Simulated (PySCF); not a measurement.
A GIAO shielding run with PySCF 2.14.0 with density-fitted response routines (density fitting, non-relativistic, gas phase) on SMILES F/C=C(/CF)[SiH]1SCCS1, C5H8F2S2Si:

```
$ OMP_NUM_THREADS=1 python probes_run.py task.json out

{"job": {"kind": "nmr", "xc": "PBE0", "basis": "pcSseg-1"}, "charge": 0, "multiplicity": 1}
F      2.200138    -2.693988    -1.036884
C      2.542464    -1.556185    -0.415661
C      1.636984    -0.648538    -0.093646
C      2.029468     0.618723     0.599231
F      3.372137     0.669373     0.867607
Si    -0.176232    -0.910054    -0.521784
S     -1.378468    -0.599236     1.230344
C     -2.684864     0.296681     0.325058
C     -2.085634     1.369733    -0.551262
S     -0.930097     0.663751    -1.782328
H      3.605176    -1.497391    -0.227270
H      1.507621     0.710113     1.559795
H      1.798347     1.489495    -0.027260
H     -0.465733    -2.193285    -1.136528
H     -3.248375    -0.427232    -0.263002
H     -3.335562     0.735175     1.080792
H     -1.536031     2.099216     0.043788
H     -2.860098     1.879965    -1.122631
```

Hardware: 1 thread of an Arm Neoverse V2, shared host. The job also computes population analyses, field gradients, ring-centre shieldings.

Task: How large is the calculation?

Result: 102 electrons, 231 basis functions and 1268 auxiliary functions.

Task: How long does it take, and how much memory does it need?

Result: 51 s of wall time, with 14 SCF cycles and 5 response iterations; peak memory 0.96 GiB. Times on a shared host scatter by some tens of per cent.
